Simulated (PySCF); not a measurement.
This script is equivalent to a calculation on B (boron, neutral).

```python
from pyscf import gto, scf, dft, mp, cc
import basis_set_exchange as bse
mol = gto.M(atom="B 0 0 0", charge=0, spin=1, symmetry="D2h",
            basis=gto.basis.parse(bse.get_basis("aug-cc-pVTZ", elements=["B"], fmt="nwchem")))
mf = dft.UKS(mol, xc="M06L")
mf.irrep_nelec = {'Ag': (2, 2), 'B2u': (1, 0)}
mf.kernel()
```

(1) What total energy does it give?

(2) Which occupied shell lies highest, and where?

(3) What is ⟨S²⟩, and what would a pure spin state give?

## Answers

(1) -24.652 hartree (calculated).

(2) 2p α, at -4.364 eV.

(3) 0.755, against 0.75.
